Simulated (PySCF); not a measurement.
Zr(NH2)F3 (singlet state).
Bonds: Zr1–N2, Zr1–F5, Zr1–F6, Zr1–F7. Hydrogens: H3, H4 on N2.

Method: PBE0-D3(BJ)/def2-SVP geometry optimisation, gas phase, def2 core potentials past Kr in PySCF 2.14.0.

Q: How far are the bound atoms from Zr1?

A: 4 atoms: F6 1.906 Å, F5 1.907 Å, F7 1.910 Å, N2 2.013 Å. The nearest atom not counted as bound is H4, at 2.73 Å (others tie with it).

Q: List the angles at Zr1.

A: 
| angle | degrees | distance of the outer atoms (Å) |
| --- | --- | --- |
| F5–Zr1–F6 | 116.1 | 3.24 |
| N2–Zr1–F7 | 110.1 | 3.22 |
| F5–Zr1–F7 | 108.6 | 3.10 |
| N2–Zr1–F5 | 107.4 | 3.16 |
| F6–Zr1–F7 | 107.4 | 3.08 |
| N2–Zr1–F6 | 107.2 | 3.16 |

Q: What is the shape at Zr1?

A: Distorted tetrahedral: angles from 107.2° to 116.1°; τ4 = (360° − α − β)/141° = 0.95 with α and β the two widest (0 for a square, 1 for a tetrahedron).

Q: What are the other bond lengths?

A: N2–H3, N2–H4 1.019 Å.

Q: What are the rotational constants (commonest isotopes, rigid rotor)?

A: A = 2834, B = 2726, C = 2595 MHz: an asymmetric top.

Point group: near Cs, missed by 0.09 Å at most; the miss may be what the optimiser left on a soft mode. Charge 0, singlet. Not checked by PBE0-D3(BJ)/def2-SVP frequencies.
